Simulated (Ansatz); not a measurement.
CH4AlBOS, relaxed with RKS PBE-D4/def2-SVP in Ansatz from a rough embedded geometry. The force threshold is 0.03 eV/Å; the program also tests the step.

The species carries charge 0 and has multiplicity 1. The bonds changed during the relaxation, so this is another structure than the one it started from.

Start:

```xyz
9

B     1.312    0.092    1.216
C     1.072   -0.124   -0.251
O     1.498   -1.134   -0.748
S     0.196    1.120   -1.308
Al   -1.844    0.090   -0.937
H     0.881    1.116    1.792
H     1.894   -0.662    1.897
H    -2.734    0.525    0.285
H    -2.275   -1.024   -1.946
```

(1) How much energy does the relaxation release, and in how many steps? (Estimate.)

(2) Which bonds change most? (Estimate.)

(3) Give the relaxed structure. (An estimate is asked.)

Answers

(1) Computed: 197.71 kJ/mol, in 27 steps, 2 of them rejected.

(2) Ansatz gave: O3–Al5 from 3.564 to 1.925 Å; S4–Al5 from 2.315 to 2.438 Å; C2–S4 from 1.853 to 1.736 Å; C2–O3 from 1.204 to 1.280 Å.

(3) Computed: 
```xyz
9

B     1.695    0.239    1.104
C     0.366   -0.009    0.340
O    -0.481   -0.968    0.370
S     0.137    1.312   -0.762
Al   -1.647   -0.328   -1.020
H     1.694    0.946    2.090
H     2.727   -0.211    0.650
H    -3.023    0.211   -0.427
H    -1.468   -1.193   -2.345
```
